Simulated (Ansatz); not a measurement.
Program: Ansatz. Geometries: PBE0-D4/def2-TZVP. ΔE: electronic, gas phase. CBS: MP2 limit from def2 TZ/QZ plus the TZ coupled-cluster correction, frozen cores. This one scheme is used for every species. DFT in def2-TZVPP. B3LYP here is the variant with VWN-RPA as its local correlation; programs differ in this. Each species was taken in one conformer, which may not be the lowest.

Consider the formal exchange of groups at the Al–Si bond: `C[SiH2][AlH][F]` + `C=O` → `O=[CH][AlH][F]` + `C[SiH3]`.

(1) Is it downhill or uphill in electronic energy at CCSD(T)/CBS, and by how much? (Estimate.)

(2) What do these levels give: PBE-D4, revPBE-D4, B3LYP-D4, r2SCANh-D4, ωB97X-V, ωB97M-V, PBE0, B3LYP, r2SCANh, BHLYP, CCSD/def2-SVP, SCS-MP2/def2-QZVPP? (Best estimate.)

Largest T1 diagnostic among the species: 0.015.

Results:

(1) Ansatz gave: Uphill: ΔE = +17.2 kJ/mol.

(2) Computed: PBE-D4 24.7, revPBE-D4 22.7, B3LYP-D4 14.7, r2SCANh-D4 19.8, ωB97X-V 17.1, ωB97M-V 9.8, PBE0 25.3, B3LYP 12.8, r2SCANh 19.3, BHLYP 13.5, CCSD/def2-SVP 19.4, SCS-MP2/def2-QZVPP 11.4 kJ/mol.

Leaving LDA and LC-ωPBE aside and taking each functional with its dispersion term where it has one, the values spread over 16.7 kJ/mol, from ωB97M-V to PBE0-D4. From BLYP to BHLYP (50 % exact exchange), in def2-TZVPP and without D4, ΔE moves by +3.3 kJ/mol.
